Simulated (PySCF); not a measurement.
# 1,1,1,3,3-pentafluorobutane: full NMR table

```
Formula                               : C4H5F5
SMILES                                : CC(F)(F)CC(F)(F)F
InChI                                 : InChI=1S/C4H5F5/c1-3(5,6)2-4(7,8)9/h2H2,1H3
Point group of the computed structure : C1
Degrees of unsaturation               : 0
Carbon signals                        : 4
Proton signals                        : 2
```

Bonds (- single, = double, # triple, : aromatic): C1-C2 1.515 Å, C2-F3 1.368 Å, C2-F4 1.362 Å, C2-C5 1.536 Å, C5-C6 1.518 Å, C6-F7 1.335 Å, C6-F8 1.339 Å, C6-F9 1.343 Å. C1 carries H10, H11, H12; C5 carries H13, H14.

Calculated, not measured (PySCF 2.14): σ from GIAO-PBE0/pcSseg-1, geometry: GFN2-xTB. No solvent model, one computed conformer, relativity neglected, one averaged value for each set of equivalent atoms.

Scale: $^{1}$H and $^{13}$C vs TMS; $^{19}$F vs CFCl3 (reference shieldings calculated alike).

| carbon | δC, type | δH (multiplicity) | HMBC from (2–3 bonds) | span of the C tensor (ppm) |
| --- | --- | --- | --- | --- |
| C1 | 25.5, CH3 | 1.88 (m) | H13/H14 | 36 |
| C2 | 126.2, C | – | H13/H14, H10/H11/H12 | 36 |
| C5 | 48.3, CH2 | 2.77 (m) | H10/H11/H12 | 37 |
| C6 | 133.2, C | – | H13/H14 | 3 |

Other nuclei:
| atoms | nucleus | environment | δ (ppm) | σ (ppm) |
| --- | --- | --- | --- | --- |
| F7/F8/F9 | $^{19}$F | fluorine of a CF3 group | -77.7 | 248.7 |
| F3/F4 | $^{19}$F | fluorine of a CF2 group | -106.0 | 276.9 |

- Carbon types of the structure: 2 × C, 1 × CH2, 1 × CH3, which accounts for all hydrogens.
- δC 133.2: CF3 carbon; 3 electronegative neighbours deshield it.
- δC 126.2: fully substituted sp3 carbon bonded to 2 F; 2 electronegative neighbours deshield it.
- δC 48.3: sp3 CH2; aliphatic region, no heteroatom directly attached.
- δC 25.5: methyl carbon; a saturated carbon with 1 carbon neighbour and no heteroatom attached.
- δH 2.77: hydrogen on an sp3 CH2.

Splittings by $^{19}$F in the carbon and heteronuclear signals aren't shown, as no couplings were computed. Shifts are as computed. Against solution values, carbons near 30 ppm lie about +3 ppm off and those near 130 ppm about +5 ppm. Of 1211 compounds with measured shifts, 218 miss one by over three times the rms of a fit or turn the order of signals round; such compounds aren't used in these exercises. Unscaled 19F shifts against computed CFCl3 carry errors that often reach 10 to 50 ppm. No couplings were computed; multiplicities are counted from neighbouring protons, with m where these are inequivalent, close in shift, in a saturated or five-membered ring or joined by F or P, and br s for small geminal =CH2 splittings.
